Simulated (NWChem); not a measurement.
Everything below was run with NWChem. System: H₅AlAsF, charge 0, spin multiplicity 1, at a geometry optimised with PBE/def2-SVP. The structure started from a generated list of species. Level: RHF/def2-TZVP.

The NWChem input:

```
start mol
memory heap 200 mb stack 800 mb global 1000 mb
geometry units angstroms nocenter noautoz noautosym
  Al    -0.689933     0.545060     1.389856
  H      0.239203    -0.141133     2.500296
  H     -2.229209     0.165669     1.157259
  F     -0.208549     2.085761     0.857324
  As     0.331019    -0.692605    -0.765041
  H      1.815285    -0.525620    -1.070662
  H     -0.176479    -0.298191    -2.147691
  H      0.273629    -2.202373    -0.976890
end
basis spherical
  * library def2-tzvp
end
scf
  rhf
  nopen 0
  maxiter 100
  thresh 1e-7
  semidirect memsize 60000000 filesize 0
end
task scf energy
```

NWChem printed:

```
             Northwest Computational Chemistry Package (NWChem) 7.3.0
             --------------------------------------------------------

                                NWChem Input Module
                                -------------------

 Scaling coordinates for geometry "geometry" by  1.889725989
 (inverse scale =  0.529177249)

                             Geometry "geometry" -> ""
                             -------------------------

 Output coordinates in angstroms (scale by  1.889725989 to convert to a.u.)

  No.       Tag          Charge          X              Y              Z
 ---- ---------------- ---------- -------------- -------------- --------------
    1 Al                  13.0000    -0.68993300     0.54506000     1.38985600
    2 H                    1.0000     0.23920300    -0.14113300     2.50029600
    3 H                    1.0000    -2.22920900     0.16566900     1.15725900
    4 F                    9.0000    -0.20854900     2.08576100     0.85732400
    5 As                  33.0000     0.33101900    -0.69260500    -0.76504100
    6 H                    1.0000     1.81528500    -0.52562000    -1.07066200
    7 H                    1.0000    -0.17647900    -0.29819100    -2.14769100
    8 H                    1.0000     0.27362900    -2.20237300    -0.97689000

 Effective nuclear repulsion energy (a.u.)     236.7049568941

            Nuclear Dipole moment (a.u.)
            ----------------------------
        X                 Y               Z
 ---------------- ---------------- ----------------
    -0.0000264562     0.0000302356     0.0000056692


 Summary of "ao basis" -> "" (spherical)
 ------------------------------------------------------------------------------
       Tag                 Description            Shells   Functions and Types
 ---------------- ------------------------------  ------  ---------------------
 *                         def2-tzvp                  on all atoms

 Summary of "ao basis" -> "ao basis" (spherical)
 ------------------------------------------------------------------------------
       Tag                 Description            Shells   Functions and Types
 ---------------- ------------------------------  ------  ---------------------
 Al                        def2-tzvp                13       37   5s5p2d1f
 H                         def2-tzvp                 4        6   3s1p
 F                         def2-tzvp                11       31   5s3p2d1f
 As                        def2-tzvp                16       48   6s5p4d1f

                                 NWChem SCF Module
                                 -----------------

  ao basis        = "ao basis"
  functions       =   146
  atoms           =     8
  closed shells   =    30
  open shells     =     0
  charge          =   0.00
  wavefunction    = RHF
  use symmetry    = F
  symmetry adapt  = F

 Summary of "ao basis" -> "ao basis" (spherical)
 ------------------------------------------------------------------------------
       Tag                 Description            Shells   Functions and Types
 ---------------- ------------------------------  ------  ---------------------
 Al                        def2-tzvp                13       37   5s5p2d1f
 H                         def2-tzvp                 4        6   3s1p
 F                         def2-tzvp                11       31   5s3p2d1f
 As                        def2-tzvp                16       48   6s5p4d1f

 Forming initial guess at       0.2s

      Superposition of Atomic Density Guess
      -------------------------------------

 Sum of atomic energies:       -2577.92925240

      Non-variational initial energy
      ------------------------------

 Total energy =   -2578.330055
 1-e energy   =   -4064.600350
 2-e energy   =    1249.565338
 HOMO         =      -0.331436
 LUMO         =       0.018212

 Starting SCF solution at       8.5s

 ----------------------------------------------
         Quadratically convergent ROHF

 Convergence threshold     :          1.000E-07
 Maximum no. of iterations :          100
 Final Fock-matrix accuracy:          1.000E-09
 ----------------------------------------------

              iter       energy          gnorm     gmax       time
             ----- ------------------- --------- --------- --------
                 1    -2578.5004454550  1.06D+00  2.77D-01      9.1
                 2    -2578.5675369590  3.59D-01  9.93D-02     10.5
                 3    -2578.5783244983  2.02D-02  4.98D-03     12.6
                 4    -2578.5783769999  9.49D-05  1.77D-05     16.2
                 5    -2578.5783770007  5.78D-09  1.71D-09     22.7

       Final RHF  results
       ------------------

         Total SCF energy =  -2578.578377000703
      One-electron energy =  -4066.462060807044
      Two-electron energy =   1251.178726912245
 Nuclear repulsion energy =    236.704956894096

        Time for solution =     14.2s

             Final eigenvalues
             -----------------

              1
    1 -432.6285
    2  -58.4647
    3  -56.3541
    4  -50.1992
    5  -50.1991
    6  -50.1983
    7  -26.2182
    8   -8.0760
    9   -5.9313
   10   -5.9313
   11   -5.9281
   12   -4.8773
   13   -3.1938
   14   -3.1919
   15   -3.1911
   16   -2.1647
   17   -2.1646
   18   -2.1601
   19   -2.1601
   20   -2.1577
   21   -1.5001
   22   -0.8808
   23   -0.6460
   24   -0.5928
   25   -0.5909
   26   -0.5473
   27   -0.5469
   28   -0.5208
   29   -0.4232
   30   -0.4134
   31    0.0864
   32    0.1012
   33    0.1043
   34    0.1374
   35    0.1458
   36    0.1814
   37    0.1986
   38    0.2569
   39    0.2664
   40    0.2707

                       ROHF Final Molecular Orbital Analysis
                       -------------------------------------

 Vector   28  Occ=2.000000D+00  E=-5.208216D-01
              MO Center= -5.3D-01,  8.1D-02,  9.9D-01, r^2= 3.8D+00
   Bfn.  Coefficient  Atom+Function         Bfn.  Coefficient  Atom+Function
  ----- ------------  ---------------      ----- ------------  ---------------
     4      0.282144  1 Al s                 56      0.184569  4 F  py
     3     -0.167188  1 Al s                 98      0.162801  5 As pz
    59      0.161532  4 F  py                16     -0.153072  1 Al py
    39      0.150178  2 H  s                 45      0.150116  3 H  s

 Vector   29  Occ=2.000000D+00  E=-4.232194D-01
              MO Center= -1.9D-01, -2.8D-01,  2.8D-01, r^2= 4.0D+00
   Bfn.  Coefficient  Atom+Function         Bfn.  Coefficient  Atom+Function
  ----- ------------  ---------------      ----- ------------  ---------------
    98      0.313248  5 As pz                86      0.260578  5 As s
   101      0.238851  5 As pz                85      0.222896  5 As s
    92     -0.172038  5 As pz                97      0.154989  5 As py
     4     -0.153404  1 Al s                 96     -0.151758  5 As px

 Vector   30  Occ=2.000000D+00  E=-4.134100D-01
              MO Center= -9.1D-01,  1.2D-01,  1.7D+00, r^2= 2.8D+00
   Bfn.  Coefficient  Atom+Function         Bfn.  Coefficient  Atom+Function
  ----- ------------  ---------------      ----- ------------  ---------------
    15      0.255206  1 Al px                39      0.228130  2 H  s
    45     -0.227366  3 H  s                 40      0.187282  2 H  s
    46     -0.186661  3 H  s

 Vector   31  Occ=0.000000D+00  E= 8.636903D-02
              MO Center= -2.6D-01, -6.2D-02,  4.7D-01, r^2= 7.9D+00
   Bfn.  Coefficient  Atom+Function         Bfn.  Coefficient  Atom+Function
  ----- ------------  ---------------      ----- ------------  ---------------
    86      1.087087  5 As s                 19      0.697308  1 Al py
   100      0.617457  5 As py               131     -0.562255  6 H  s
    20      0.550293  1 Al pz               137     -0.552846  7 H  s
   143      0.287460  8 H  s                  5     -0.215326  1 Al s
    18     -0.214319  1 Al px                54     -0.170794  4 F  s

 Vector   32  Occ=0.000000D+00  E= 1.011692D-01
              MO Center=  1.7D-01, -7.1D-01, -4.8D-01, r^2= 7.1D+00
   Bfn.  Coefficient  Atom+Function         Bfn.  Coefficient  Atom+Function
  ----- ------------  ---------------      ----- ------------  ---------------
    86      1.476938  5 As s                143     -1.184875  8 H  s
   100     -0.585418  5 As py                20      0.531669  1 Al pz
   137     -0.378836  7 H  s                131     -0.332811  6 H  s
    18     -0.324363  1 Al px                54      0.266502  4 F  s
    19     -0.264915  1 Al py                46     -0.170808  3 H  s

 Vector   33  Occ=0.000000D+00  E= 1.043242D-01
              MO Center=  3.4D-01, -5.9D-01, -7.5D-01, r^2= 4.4D+00
   Bfn.  Coefficient  Atom+Function         Bfn.  Coefficient  Atom+Function
  ----- ------------  ---------------      ----- ------------  ---------------
    99      1.026782  5 As px               131     -0.974728  6 H  s
   137      0.969473  7 H  s                101      0.557637  5 As pz
    40     -0.212440  2 H  s                 46      0.212964  3 H  s
    18      0.193707  1 Al px                96      0.169309  5 As px
   136      0.150790  7 H  s

 center of mass
 --------------
 x =   0.03218163 y =  -0.00875581 z =  -0.06109619

 moments of inertia (a.u.)
 ------------------
         914.646472440828         133.913752039744         185.756105578821
         133.913752039744         551.927572871477        -347.503316630296
         185.756105578821        -347.503316630296         579.385566990342

  Mulliken analysis of the total density
  --------------------------------------

    Atom       Charge   Shell Charges
 -----------   ------   -------------------------------------------------------
    1 Al  13    12.34   2.00  0.65  1.33  0.66  0.17  2.92  2.28  0.82  0.88  0.21  0.20  0.15  0.07
    2 H    1     1.18   0.23  0.57  0.38  0.01
    3 H    1     1.17   0.23  0.57  0.38  0.01
    4 F    9     9.50   0.77  1.20  0.59  1.00  0.35  2.24  2.30  1.04  0.00  0.01  0.00
    5 As  33    33.04   2.00  2.00  1.16  0.79  0.91  0.79  5.99  5.77  0.37  1.87  1.19  8.94  1.07  0.04  0.13  0.01
    6 H    1     0.92   0.22  0.54  0.15  0.01
    7 H    1     0.92   0.22  0.54  0.15  0.01
    8 H    1     0.93   0.22  0.53  0.15  0.01

       Multipole analysis of the density wrt the origin
       ------------------------------------------------

     L   x y z        total         open         nuclear
     -   - - -        -----         ----         -------
     0   0 0 0     -0.000000      0.000000     60.000000

     1   1 0 0      0.448807      0.000000     -0.000026
     1   0 1 0     -1.245265      0.000000      0.000030
     1   0 0 1     -1.107277      0.000000      0.000006

     2   2 0 0    -30.429475      0.000000     66.505104
     2   1 1 0     -0.491910      0.000000    -65.266741
     2   1 0 1     -0.753563      0.000000    -93.724370
     2   0 2 0    -32.389038      0.000000    228.937102
     2   0 1 1      0.538371      0.000000    166.486690
     2   0 0 2    -29.270871      0.000000    233.353224

 Task  times  cpu:       22.7s     wall:       22.7s

 Total times  cpu:       22.7s     wall:       22.7s
```
